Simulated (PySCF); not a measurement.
# Telling isomers of C8H7OP apart by NMR

PySCF 2.14 calculation with GFN2-xTB structure and σ from GIAO-PBE0/pcSseg-1; rapidly exchanging positions averaged, a single conformation, non-relativistic Hamiltonian, isolated molecule.

δ = σ(ref) − σ, references computed at the same level: ¹H (σ = 31.72 ppm), ¹³C (σ = 186.93 ppm) against TMS. Splittings of carbon signals by F and P are missing where no couplings were computed. Where no couplings were computed, multiplicities follow the n + 1 count of equivalent neighbours, and m marks all less simple cases (inequivalent or close neighbours, rings, F or P nearby). Shifts are as computed. Against solution values, carbons near 30 ppm lie about +3 ppm off and those near 130 ppm about +5 ppm. Of 1211 compounds with measured shifts, 218 miss one by over three times the rms of a fit or turn the order of signals round; such compounds aren't used in these exercises.

(1) Tabulate the signals of `Cc1ccccc1P=C=O`, `O=[P@@H]1C=C1c1ccccc1`, `C#Cc1pc(C)oc1C=C`, `C=CC=C=Pc1ccco1` and their relative energies.

(2) What is the quickest way to tell Cc1ccccc1P=C=O from O=[P@@H]1C=C1c1ccccc1?

(3) What is the quickest way to tell O=[P@@H]1C=C1c1ccccc1 from C#Cc1pc(C)oc1C=C?

(4) What is the quickest way to tell Cc1ccccc1P=C=O from C#Cc1pc(C)oc1C=C?

## Answers

(1) 
```tsv
SMILES	carbon types	δC	δH	E rel. (kcal/mol)
Cc1ccccc1P=C=O	3×C 4×CH 1×CH3	225.5, 146.2, 139.7, 135.7, 133.2, 132.1, 129.6, 24.7	7.70 (m, 1H), 7.46 (m, 1H), 7.36 (m, 1H), 7.33 (m, 1H), 2.39 (s, 3H)	0.0
O=[P@@H]1C=C1c1ccccc1	2×C 6×CH	177.8, 154.8, 137.6, 136.6, 134.6, 132.1	9.19 (m, 1H), 8.03 (m, 2H), 7.95 (m, 1H), 7.83 (m, 2H), 7.79 (m, 1H)	22.9
C#Cc1pc(C)oc1C=C	4×C 2×CH 1×CH2 1×CH3	206.2, 169.6, 132.0, 130.5, 121.3, 97.3, 81.6, 21.3	7.27 (m, 1H), 6.20 (m, 1H), 5.65 (m, 1H), 3.37 (s, 1H), 2.94 (m, 3H)	51.5
C=CC=C=Pc1ccco1	2×C 5×CH 1×CH2	274.7, 154.8, 151.6, 141.8, 128.0, 126.0, 125.7, 118.9	7.66 (m, 1H), 7.37 (m, 1H), 7.06 (m, 1H), 6.69 (m, 1H), 6.56 (m, 1H), 5.66 (m, 1H), 5.50 (m, 1H)	54.4
```

Energies are electronic energies at PBE0/pcSseg-1 on these geometries, without zero-point or thermal terms, each for the one conformer computed, which needn't be the lowest.

(2) Count the carbon signals: 8 against 6. The first has a methyl carbon on an aromatic ring (CH3) at 24.7 ppm, the second a fully substituted alkene carbon (C) at 177.8 ppm. Their most deshielded carbons lie at 225.5 and 177.8 ppm. In the proton spectra the most deshielded non-exchanging signals are 7.70 (m, 1H) and 9.19 (m, 1H).

(3) Count the carbon signals: 6 against 8. The first has an alkene CH at 154.8 ppm, the second a terminal =CH2 carbon at 121.3 ppm. Their most deshielded carbons lie at 177.8 and 206.2 ppm. In the proton spectra the most deshielded non-exchanging signals are 9.19 (m, 1H) and 7.27 (m, 1H).

(4) Both give the same number of carbon signals, but DEPT or the intensities differ. The first has a central carbon of a heterocumulene (C) at 225.5 ppm, the second a terminal =CH2 carbon at 121.3 ppm. Their most deshielded carbons lie at 225.5 and 206.2 ppm. In the proton spectra the most deshielded non-exchanging signals are 7.70 (m, 1H) and 7.27 (m, 1H).
